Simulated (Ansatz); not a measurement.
Geometry optimisation, Ansatz, RKS PBE/def2-SVP.

The input (input.yaml):

```yaml
crystal:
  periodic: [false, false, false]
  atoms:
    - { symbol: Al, position_ang: [0.065004, -1.195244, -0.050666] }
    - { symbol: Br, position_ang: [0.942373, -0.520593, -2.153874] }
    - { symbol: F, position_ang: [-1.572716, -1.560131, 0.017673] }
    - { symbol: F, position_ang: [1.124667, -1.914496, 1.017265] }
    - { symbol: H, position_ang: [0.738829, 1.713419, -0.463872] }
    - { symbol: O, position_ang: [0.353387, 1.912596, 0.419125] }
    - { symbol: O, position_ang: [-0.353981, 0.670077, 0.683791] }
    - { symbol: H, position_ang: [-1.297665, 0.894272, 0.530559] }
basis:
  gaussian: { orbitals: def2-SVP }
hamiltonian:
  xc: pbe
relax:
  f_tol: 0.03
  max_steps: 50
output:
  orbitals: {}
```

Command:

```bash
$ ansatz run input.yaml --threads 2 --pin off --max-ram 3072MiB --backend cpu --events-out ev --progress --plain --runs-dir out
```

Where does it end, and by what steps?

The run converged. After 5 steps the energy has fallen by 0.130 eV; H5 moved furthest, 0.25 Å.

```csv
step,energy less start (eV),largest force component (eV/Å),accepted
0,0.0000,0.932,yes
1,-0.1148,0.327,yes
2,-0.1267,0.143,yes
3,-0.1295,0.064,yes
4,-0.1299,0.033,yes
5,-0.1300,0.012,yes
```

```xyz
8
Properties=species:S:1:pos:R:3
Al 0.065 -1.106 -0.036
Br 0.953 -0.353 -2.017
F -1.559 -1.541 -0.052
F 1.111 -1.870 1.017
H 0.700 1.497 -0.582
O 0.388 1.822 0.314
O -0.356 0.661 0.756
H -1.302 0.891 0.601
```

The run took 16 s on 2 threads of Arm Neoverse V1, on a shared host, peak memory 0.16 GiB.
